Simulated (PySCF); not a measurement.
Geometries of 2 isomers of C3H4F2O2, from PBE0-D3(BJ)/def2-SVP geometry optimisation, gas phase (PySCF 2.14.0). One conformer each, no zero-point energy, no frequencies.

Question: Which isomer lies lower at this level?
A.
```xyz
11
angstrom
C     -1.813    0.372    0.183
O     -0.433    0.303    0.511
C      0.353   -0.240   -0.404
O     -0.001   -0.669   -1.467
C      1.809   -0.260    0.059
F      1.913   -0.959    1.203
F      2.231    0.997    0.287
H     -2.220   -0.634    0.009
H     -2.308    0.841    1.040
H     -1.965    0.974   -0.724
H      2.435   -0.726   -0.719
```
B.
```xyz
11
angstrom
O      1.116    0.763    1.949
C      1.675    0.432    0.944
O      1.140   -0.307   -0.031
C     -0.186   -0.763    0.175
C     -1.202    0.285   -0.225
F     -2.432   -0.236   -0.033
F     -1.066    0.586   -1.531
H      2.719    0.688    0.674
H     -0.321   -1.643   -0.466
H     -0.348   -1.031    1.229
H     -1.111    1.214    0.364
```

Answer: B. That is `O(C=O)CC(F)F`, 3.0 kcal/mol below the other.

```json
{"SMILES": "O=COCC(F)F", "atoms numbered as above": "[O:1]=[CH:2][O:3][CH2:4][CH:5]([F:6])[F:7]", "E (Eh)": "-466.02901", "relative (kcal/mol)": "0.0", "relative (kJ/mol)": "0.0", "dipole (D)": "1.44"}
{"SMILES": "COC(=O)C(F)F", "atoms numbered as above": "[CH3:1][O:2][C:3](=[O:4])[CH:5]([F:6])[F:7]", "E (Eh)": "-466.02427", "relative (kcal/mol)": "3.0", "relative (kJ/mol)": "12.4", "dipole (D)": "1.49"}
```
